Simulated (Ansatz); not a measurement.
The cluster Na8⁺, relaxed as a doublet with UKS r2SCAN/def2-SVP in Ansatz, starting from the GFN2-xTB geometry. Force threshold 0.02 eV/Å.

The relaxation made no stability test and no search for a lower SCF solution. The structure comes from a short search, and lower isomers may exist.

Start:

```xyz
8

Na   -1.671   -2.206   -2.636
Na    3.516   -0.784    1.633
Na    2.662    0.693   -0.957
Na   -1.491    1.144   -2.274
Na   -2.473   -0.178    3.065
Na    0.744    3.283   -2.125
Na   -1.856   -2.350    0.468
Na    0.571    0.398    2.826
```

Problem. Estimate the energy that the relaxation releases and the steps that it takes.

Solution. 126.9 kJ/mol, in 21 steps; 5.9 min on 4 threads of Arm Neoverse N1 on a shared host. The force fell under the threshold at step 18, but the optimiser went on and released 0.007 eV more. No frequencies were taken in this run, so the end may be a saddle point.

Problem. Does the start keep its bonding?

Solution. Bonds formed: Na1–Na3, Na1–Na6, Na2–Na7, Na3–Na7, Na3–Na8, Na4–Na5, Na4–Na7, Na4–Na8 (atoms count from 1). Metal–metal contacts that move far: Na4–Na6 3.10 to 3.84 Å.

Problem. Predict the relaxed structure.

Solution. 
```xyz
8

Na   -0.687   -0.881   -3.096
Na    2.341   -1.340    2.427
Na    2.602   -0.466   -1.166
Na   -2.720    0.911   -0.382
Na   -1.933   -0.238    3.057
Na    0.294    2.417   -2.220
Na   -0.431   -1.827    0.260
Na    0.535    1.425    1.121
```
Bond lengths (bridged metal pairs left out): 18 × Na–Na 3.49 to 3.84 Å.
